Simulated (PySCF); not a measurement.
Computed properties of Ga(Br)(Me)(NH2) (CH₅BrGaN), SMILES [NH2][Ga]([CH3])[Br]

Ga(Br)(Me)(NH2) (CH5BrGaN), SMILES [Ga]([NH2])([Br])[CH3]. Geometry optimised at TPSSh-D3(BJ)/def2-SVP. The structure was generated by enumeration; whether it is a known compound was not checked. Other conformers were not sampled. All values are computed for the isolated molecule unless a solvent is named; none is compared with measurement here.

**Structure.** All 21 harmonic modes at TPSSh-D3(BJ)/def2-SVP (PySCF) are real, so it is a minimum. With heavy atoms numbered as in [Ga:1]([Br:2])([CH3:3])[NH2:7], the shortest bond between them is Ga1–N7 at 1.809 Å and the longest Ga1–Br2 at 2.316 Å.

**Vibrations.** The strongest infrared lines (harmonic, unscaled, degenerate partners summed) lie at 245 cm⁻¹ (139 km/mol, H 88 %), 769 cm⁻¹ (100 km/mol, H 78 %, C 15 %), 724 cm⁻¹ (69 km/mol, N 63 %, Ga 21 %, H 15 %). The softest mode is at 63 cm⁻¹ and the zero-point energy is 38.7 kcal/mol.

**Electronic structure.** PBE0/def2-TZVP (PySCF) places the frontier levels at -7.48 and -0.29 eV, a gap of 7.19 eV, and gives a dipole moment of 2.93 D and a mean polarisability of 67.0 bohr³. PBE/def2-TZVP (PySCF) at the same geometry gives -6.12 and -1.07 eV, so its gap is 2.14 eV narrower. An orbital gap is neither the optical nor the fundamental gap.

**Excitations.** TDA-CAM-B3LYP/def2-SVPD (PySCF) has S1 at 5.98 eV (208 nm, f = 0.017, weak); the most intense of the 10 singlets computed lies at 7.56 eV (f = 0.21). T1 (TDA) is at 5.44 eV, 0.54 eV under S1. TDA-PBE/def2-SVPD (PySCF) puts S1 at 5.02 eV. No vertical singlet excitation falls in the visible range (under 3.1 eV).

**NMR.** GIAO shifts at HF/pcSseg-1 (PySCF) (non-relativistic, atoms alike by connectivity averaged): ¹³C at -7.3 ppm against TMS; ¹H from 0.5 to 1.9 ppm against TMS. Without spin–orbit terms, shifts of atoms bonded to Cl or Br come out too high.
